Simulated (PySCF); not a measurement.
H₆Si₃, SMILES [SiH2]1[SiH2][SiH2]1. Coordinates come from a PBE-D3(BJ)/def2-SVP optimisation.

Calculation: PBE-D3(BJ)/def2-SVP run with PySCF.

Harmonic wavenumbers (cm⁻¹): 186, 186, 329, 366, 366, 380, 493, 576, 576, 590, 590, 639, 841, 845, 845, 2153, 2153, 2153, 2179, 2179, 2189. Rotational constants (GHz): 4.986, 4.986, 2.751; symmetry number 6.

**Question.** Work out the zero-point energy and the ideal-gas rigid-rotor harmonic-oscillator thermochemistry at 298.15 K and 1 atm.

**Answer.** ZPE = ½ Σ hcν = ½ × 20814 cm⁻¹ = 124.49 kJ/mol. H − E(el) = 144.44 kJ/mol. Entropy in J/(mol K): translation 164.91, rotation 93.70, vibration 52.52, total 311.13. G − E(el) = 51.67 kJ/mol. Cp = 109.43 J/(mol K).
